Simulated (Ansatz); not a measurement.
Job for Ansatz (a first-principles code): U-MP2/cc-pV(T+d)Z on H3OSi (SMILES [O][SiH3]), 2S+1 = 2, atoms moved off the minimum. Files ending in .json are basis or fitting sets from the Basis Set Exchange.

Ansatz 0.2 input:
```yaml
crystal:
  periodic: [false, false, false]
  atoms:
    - {symbol: O, position_ang: [1.35364230, -0.04652536, 0.02498091]}
    - {symbol: Si, position_ang: [-0.32323032, 0.05797111, -0.00255737]}
    - {symbol: H, position_ang: [-0.94975719, 1.55544410, -0.22879310]}
    - {symbol: H, position_ang: [-0.71789473, -0.26643747, 1.40761348]}
    - {symbol: H, position_ang: [-1.11444190, -1.01424845, -1.01034043]}
basis:
  gaussian:
    orbitals: cc-pV_T+d_Z.json
magnetization: {spin_polarized: true, initial_magnetization: 1}
correlation: {method: mp2, electrons: outside_noble_gas}
scf: {omitted_lower_state_checks: [cluster_reference]}
output: {forces: true}
```

Q: Give the final energy of this run.

A: -365.8618 hartree.

Q: How many basis functions does it have, and what does it roughly cost on one machine?

A: 111 functions; about 11 core-seconds (a rough figure).
